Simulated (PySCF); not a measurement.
A species of formula C7H10O2Si has this rotational fingerprint, computed with PBE0/pcSseg-1 in PySCF (dipole) on a GFN2-xTB geometry, gas phase:

```
Rotational constants : A = 1931, B = 1030, C = 743.5 MHz
Dipole components    : |μa| = 1.53 D, |μb| = 1.25 D, |μc| = 0.27 D
Inertial defect      : -72.68 u·Å²
κ                    : -0.52
```

Task: Which structure is it? (One computed conformer of each.)
A. `[CH:1]#[C:2][CH2:3][CH2:4][SiH2:5]/[CH:6]=[CH:7]\[C:8](=[O:9])[OH:10]` with C2–C3–C4–Si5 -179°, C3–C4–Si5–C6 69°, C4–Si5–C6–C7 180°, C6–C7–C8–O9 0°, C7–C8–O10–H 180°
B. `[CH3:1][C:2]#[C:3][Si@@:4]1([CH3:5])[CH2:6][C@H:7]1[C:8](=[O:9])[OH:10]` with C6–C7–C8–O9 18°, C7–C8–O10–H -177°
C. `[CH2:1]=[C:2]([CH3:3])/[CH:4]=[C:5](\[CH:6]=[O:7])[SiH2:8][CH:9]=[O:10]` with C1–C2–C4–C5 36°, C4–C5–C6–O7 -162°, C4–C5–Si8–C9 117°, C5–Si8–C9–O10 -59°
D. `[CH3:1][C:2]#[C:3][C:4](=[O:5])[O:6][CH2:7][C@H:8]1[CH2:9][SiH2:10]1` with C3–C4–O6–C7 178°, C4–O6–C7–C8 -81°, O6–C7–C8–C9 -150°
E. `[O:1]=[C:2]([OH:3])[C:4]1([C@H:5]2[CH:6]=[CH:7][SiH2:8]2)[CH2:9][CH2:10]1` with O1–C2–O3–H 0°, O1–C2–C4–C5 12°, C2–C4–C5–C6 -152°

Result: E. It is O=C(O)C1([C@H]2C=C[SiH2]2)CC1, an asymmetric top, point group C1. The candidates at the same level (rigid rotor, commonest isotopes):

```
                       SMILES  A (MHz)  B (MHz)  C (MHz)  μa (D)  μb (D)  μc (D)  Δ (u·Å²)  point group                        rotor
       C#CCC[SiH2]/C=C\C(=O)O     4333    399.1    378.2    2.09    1.15    0.11    -46.65           C1  near-prolate asymmetric top
    C=C(C)/C=C(\C=O)[SiH2]C=O     1956    635.2    605.8    3.78    1.84    1.52   -219.74           C1  near-prolate asymmetric top
O=C(O)C1([C@H]2C=C[SiH2]2)CC1     1931     1030    743.5    1.53    1.25    0.27    -72.68           C1               asymmetric top
    CC#CC(=O)OC[C@H]1C[SiH2]1     2463    472.0    424.6    0.52    2.19    1.04    -85.47           C1  near-prolate asymmetric top
  CC#C[Si@@]1(C)C[C@H]1C(=O)O     1201    872.1    593.6    1.67    1.33    1.22   -148.80           C1               asymmetric top
```

`CC#C[Si@@]1(C)C[C@H]1C(=O)O` has A 38 % too low; `C#CCC[SiH2]/C=C\C(=O)O` has A 124 % too high; `CC#CC(=O)OC[C@H]1C[SiH2]1` has B 54 % too low; `C=C(C)/C=C(\C=O)[SiH2]C=O` has B 38 % too low. No structure here is proved a minimum.
